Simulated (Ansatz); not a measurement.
```xyz
7

O    -1.580    0.320    0.845
C    -0.409    0.108    0.228
C     0.029   -1.023   -0.386
Ga    1.340    0.318   -0.501
H    -1.592    1.221    1.180
H    -0.429   -1.998   -0.531
H     2.642    1.053   -0.834
```

The species carries charge 0 and has multiplicity 1.

Question: List the CAM-B3LYP/def2-TZVPP orbital energies in eV (Ansatz 0.2.0). (Estimate.)

Answer: The calculation gave: Occupied: -10139.59, -1251.26, -1108.55, -1108.48, -1108.43, -523.36, -280.23, -278.47, -151.57, -105.02, -104.84, -104.77, -31.15, -25.29, -24.72, -24.68, -24.68, -24.63, -22.29, -17.70, -15.72, -13.85, -13.07, -12.76, -9.82, -8.39, -7.92. Lowest empty: 0.16, 1.10, 1.39, 2.01, 2.06, 3.58, 4.16, 4.80.
